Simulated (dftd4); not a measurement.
Os, quintet; D4 for r2scan (dftd4 4.2.0).

The dftd4 input:
```
$ dftd4 mol.xyz --func r2scan --charge 0 --json dftd4.json --noedisp

# file mol.xyz
1

Os     0.00000000     0.00000000     0.00000000
```

It wrote (shortened):

```
                    ____  _____ _____     ____  _  _
      -------------|  _ \|  ___|_   _|---|  _ \| || |------------
     |             | | | | |_    | | ___ | | | | || |_           |
     |             | |_| |  _|   | ||___|| |_| |__   _|          |
     |             |____/|_|     |_|     |____/   |_|            |
     |             ===================================           |
     |            E. Caldeweyher, S. Ehlert & S. Grimme          |
     |          Mulliken Center for Theoretical Chemistry        |
     |                    University of Bonn                     |
      -----------------------------------------------------------

Rational (Becke-Johnson) damping: r2scan-D4-ATM
---------------------
  s6         1.0000
  s8         0.6019
  s9         1.0000
  a1         0.5156
  a2         5.7734
 alp        16.0000
--------------------

Dispersion energy:       0.0000000000000E+00 Eh

[Info] JSON dump of results written to 'dftd4.json'
```
